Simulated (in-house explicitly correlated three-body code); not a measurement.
Computed with an exponentially correlated three-body code. Model: two electrons around a point charge, non-relativistic, variational in 260 exponentially correlated functions (energies converged to about 1e-7 hartree, or 1e-8 relative for large Z).

Command:
```bash
python run_hyl.py task.json out
```
Settings (lengths in bohr, energies in hartree):
```
Z                      6
nuclear_mass           3
interaction_strength   1
functions              260
states_tried           13
```

Cost of the run: 27 s on 1 thread of Intel(R) Xeon(R) Platinum 8375C CPU @ 2.90GHz (Ice Lake) (shared host).

**Those bound S and P states to n = 4 that converged, binding against the one-electron ion.**

Given: nuclear charge 6; mass of the centre 3 electron masses.

Computed: one-electron threshold -13.5 hartree.

```csv
term,energy (hartree),binding (eV)
1 1S,-24.4676304,298.44
2 3P,-16.5164088,82.081
2 3S,?,?
2 1P,-15.6354227,58.108
3 3S,-14.6400315,31.022
4 3S,-14.1370003,17.334
```

Question: What belongs in the row 2 3S?

Answer: energy (hartree): -16.1011213; binding (eV): 70.78.

**Converged states only, values per electron or pair.**

```tsv
term	mean r (bohr)	mean r squared (bohr²)	mean inverse r (1/bohr)	mean r12 (bohr)	mean inverse r12 (1/bohr)	mean cosine	mean p1 dot p2 (bohr⁻²)	delta r1 (bohr⁻³)	delta r12 (bohr⁻³)
1 1S	0.35139	0.16567	4.3068	0.49225	2.7469	0.076226	-1.4021	26.441	3.0139
2 3P	0.68662	0.72928	2.8442	1.1107	1.0979	-0.038194	-2.6346	14.246	-
2 3S	0.89236	1.2981	2.7494	1.4854	0.7902	0.043224	-0.24664	15.875	-
2 1P	0.92257	1.421	2.6743	1.5267	0.82085	0.063944	0.13345	14.82	0.045696
3 3S	?	?	?	?	?	?	?	?	-
4 3S	3.1114	19.583	2.375	5.897	0.22654	0.01171	-0.16685	14.669	-
```

Question: What belongs in the row 3 3S?

Answer: mean r (bohr): 1.8133; mean r squared (bohr²): 6.2305; mean inverse r (1/bohr): 2.4723; mean r12 (bohr): 3.3074; mean inverse r12 (1/bohr): 0.38723; mean cosine: 0.019849; mean p1 dot p2 (bohr⁻²): -0.24133; delta r1 (bohr⁻³): 14.901.
